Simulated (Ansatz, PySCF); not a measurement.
Process, species as SMILES: [H]/[C-]=[O+]/[H] (CH2O) -> [C-]=[OH+] (CHO) + H atom (the C-H bond at the site shown breaks; other sites are not compared here)
Geometries: B3LYP-D3(BJ)/def2-TZVP minima from Ansatz (a quantum-chemistry and plane-wave program). Unstable Hartree-Fock reference: [H]/[C-]=[O+]/[H] (CH2O).

Property: bond dissociation energy (0 K, with B3LYP-D3(BJ) harmonic zero-point energies from PySCF), in eV. Valence correlation only, unless marked. UHF or UKS for open shells. No spin-orbit coupling. No relativistic terms. CBS marks a two-point X^-3 extrapolation of the correlation energy; Hartree-Fock from the larger set.

| level | program | bond dissociation energy (eV) |
|---|---|---|
| PBE0/def2-TZVP | Ansatz | 3.12 |
| PW6B95-D4/def2-TZVPD | PySCF + dftd4 | 3.21 |
| HSE06-D4/def2-TZVPD | Ansatz + dftd4 | 3.13 |
| MP2/aug-cc-pVDZ | Ansatz | 3.07 |
| MP2/def2-SVP | Ansatz | 3.05 |
| MP2/def2-SVPD | Ansatz | 3.12 |
| RI-MP2/CBS(cc-pVTZ,cc-pVQZ) | Ansatz | 3.28 |

What does CCSD(T)/CBS(aug-cc-pVTZ,aug-cc-pVQZ) (Ansatz) give?

3.33 eV
